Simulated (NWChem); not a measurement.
Species: C2H4N3 cation; SMILES [nH]1[nH+]cnc1

```xyz
9

C     -1.0526    -0.4402     0.0000
N     -0.0018    -1.2449     0.0000
C      1.0513    -0.4432     0.0000
N      0.6705     0.8382     0.0000
N     -0.6681     0.8402     0.0000
H     -2.1024    -0.7405     0.0000
H      2.1003    -0.7465     0.0000
H      1.2219     1.6968     0.0000
H     -1.2170     1.7003     0.0000
```
Atoms are numbered in this order, from 1.

Program: NWChem. Geometry: optimised at PBE0/def2-SVP. Level: M05-2X/def2-SVP with COSMO at NWChem's default radii, gas-phase geometry; rows give the dielectric constant. Reactions with the solvent are ignored.

| dielectric constant | electrostatic solvation energy (kcal/mol) |
|---|---|
| 1.5 | -23.8 |
| 2.4 | -42.0 |
| 4.8 | -57.4 |
| 7.6 | -63.2 |
| 25.0 | … |

### Question
Complete the blanks.

### Answer

- 25.0, electrostatic solvation energy (kcal/mol): -70.1
